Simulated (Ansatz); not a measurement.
Relaxation of BrCl2H3Sn (7 atoms, charge 0, multiplicity 1), to a largest force component of 0.03 eV/Å in at most 50 steps.

The calculation used RHF/def2-mTZVP in Ansatz.

```xyz
7
Properties=species:S:1:pos:R:3:forces:R:3
Sn -0.115 0.203 -0.073 -0.12 0.16 0.50
Cl -0.304 0.255 2.312 -0.03 0.09 -0.53
H 1.512 -0.067 -0.404 0.02 0.04 -0.08
H -0.835 1.627 -0.630 0.00 -0.01 0.01
Cl -1.408 -1.583 -0.797 -0.09 0.05 -0.07
Br 1.542 -2.936 1.281 -0.45 0.82 1.23
H 0.974 -1.985 2.286 0.67 -1.15 -1.06
```

Q: Where does it end, and by what steps?

A: It converged. The force dipped under the threshold on the way, but the program's further checks kept it going. After 15 steps the energy has fallen by 0.219 eV; Br6 moved furthest, 1.11 Å.

```tsv
step	energy less start (eV)	largest force component (eV/Å)	accepted
0	0.0000	1.230	yes
1	-0.1540	0.214	yes
2	-0.1909	0.184	yes
3	-0.2021	0.186	yes
4	-0.2115	0.078	yes
5	-0.2156	0.036	yes
6	-0.2161	0.079	yes
7	-0.2170	0.067	yes
8	-0.2176	0.010	yes
9	-0.2181	0.026	yes
10	-0.2176	0.149	no
11	-0.2185	0.038	yes
12	-0.2184	0.085	no
13	-0.2188	0.027	yes
14	-0.2181	0.038	no
15	-0.2189	0.010	yes
```

```xyz
7
Properties=species:S:1:pos:R:3
Sn -0.288 0.409 -0.257
Cl -0.382 0.104 2.062
H 1.266 -0.004 -0.771
H -0.849 1.968 -0.587
Cl -1.795 -1.113 -1.173
Br 2.186 -3.371 2.075
H 1.227 -2.479 2.626
```

Whether the end is a true minimum wasn't checked by a vibrational analysis.

Time of the run: 23 s on 4 threads of Arm Neoverse V2 (shared host), peak memory 0.35 GiB.
